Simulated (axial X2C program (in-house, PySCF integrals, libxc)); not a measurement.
## Correcting the dissociation energy of SrO for spin–orbit coupling

A spin-free PBE0 curve (one-electron X2C) was computed with an in-house all-electron X2C program for linear molecules (integrals from PySCF), basis Sr dyall-cv3z [13s12p8d5f1g], O dyall-av3z [7s6p3d2f] (cores contracted in-house), for the state M_S = 0, Λ = 0 (closed shell). It gives D0 = 4.236 eV to Sr + O, which in a spin-free picture are the weighted means of the ground terms.

Measured levels of the ground terms (NIST Handbook of Basic Atomic Spectroscopic Data), in cm⁻¹: Sr 1S: J = 0 at 0; O 3P: J = 2 at 0, J = 1 at 158.3, J = 0 at 227.

The molecular state has Λ = 0, so it has no first-order lowering.

(1) How far does each ground level lie under the (2J+1)-weighted mean of its term?

(2) Correct D0.

Second-order spin–orbit effects in the molecule, which grow quickly with Z, are left out. The state is a single determinant with fixed occupations, the lowest that a limited PBE0 search found. Dissociation energies refer to the lowest single-determinant-based atoms at the same level and basis.

Answers

(1) Sr: a single level, 0; O: (5 × 0 + 3 × 158.3 + 1 × 227)/9 = 78 cm⁻¹.

(2) D0 = 4.236 + (0 − 78)/8065.5 = 4.226 eV at PBE0 with these spin–orbit terms.
